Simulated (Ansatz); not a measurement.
System: bromo(trifluoro)germane, sum formula GeBrF₃ (charge 0, singlet). 
Structure (B3LYP-D3(BJ)/def2-TZVP (Ansatz, a program for electronic structure) minimum search):
SMILES: [F][Ge]([F])([F])[Br]
```xyz
5

F     -1.3656    -0.7238    -1.3445
Ge    -0.6569     0.0243     0.0223
F     -1.2303     1.6365     0.0681
F     -1.2740    -0.7694     1.4076
Br     1.5957    -0.0591    -0.0541
```
Charge 0, spin multiplicity 1.

Quantity: vertical electron affinity (to the doublet state of charge -1; a negative value means that the extra electron is unbound and the number depends on the basis; each state is the SCF solution reached for its spin; the molecule has degenerate orbitals, so one determinant may break the symmetry), in eV. Valence correlation only, unless marked. UHF or UKS for open shells. No spin-orbit coupling. The frozen core is the preceding noble-gas configuration, with the filled d and f shells of earlier blocks. No relativistic terms. Anions need diffuse functions: aug- sets have them; def2-D sets add few. Basis-set limits of correlation are two-point, X^-3; Hartree-Fock from the larger set. [CCSD(T)-MP2]/basis is that difference in the basis named.

| level | program | vertical electron affinity (eV) |
|---|---|---|
| HF/aug-cc-pVTZ | Ansatz | -0.63 |
| HF/aug-cc-pVQZ | Ansatz | -0.56 |
| PBE/def2-TZVPD | Ansatz | 0.68 |
| r2SCAN/def2-TZVPD | Ansatz | 0.48 |
| PBE0/def2-TZVPD | Ansatz | 0.51 |
| CAM-B3LYP/def2-TZVPD | Ansatz | 0.58 |
| wB97X/def2-TZVPD | Ansatz | 0.27 |

Task: Estimate the value at RI-MP2/CBS(aug-cc-pVTZ,aug-cc-pVQZ)+[CCSD(T)-MP2]/aug-cc-pVTZ as computed with Ansatz.

Result: -0.06 eV
